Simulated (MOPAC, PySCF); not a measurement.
H₃FSi₃, SMILES `F[SiH]1[SiH]=[SiH]1`, neutral singlet in the gas phase. 

Z-matrix (Å, degrees):
```
Si
F 1 1.6084
H 1 1.4845 2 102.78
Si 1 2.2660 3 124.91 2 -145.08
H 4 1.4917 1 149.73 3 71.00
Si 4 2.1276 5 148.21 1 -175.31
H 6 1.4917 4 148.20 5 0.04
```
Charge 0, multiplicity 1.

All levels are single points at this geometry (r2SCAN-D4/def2-TZVP); Pople sets use spherical d functions. Orbital energies aren't observables, and empty levels follow the basis.

SVWN5/6-31G* in PySCF gives gap (eV) = 3.03.

Task: Estimate the gap (eV) from each of these levels: PBE-D3(BJ)/def2-TZVP in PySCF; r2SCAN-D4/def2-TZVP in PySCF; B3LYP/6-311+G** in PySCF; PBE/6-31G* in PySCF; PM7 in MOPAC.

Result: 
```
level                          gap (eV)
-----------------------------  --------
PBE-D3(BJ)/def2-TZVP in PySCF      3.04
r2SCAN-D4/def2-TZVP in PySCF       3.36
B3LYP/6-311+G** in PySCF           4.24
PBE/6-31G* in PySCF                3.08
PM7 in MOPAC                       6.68
```
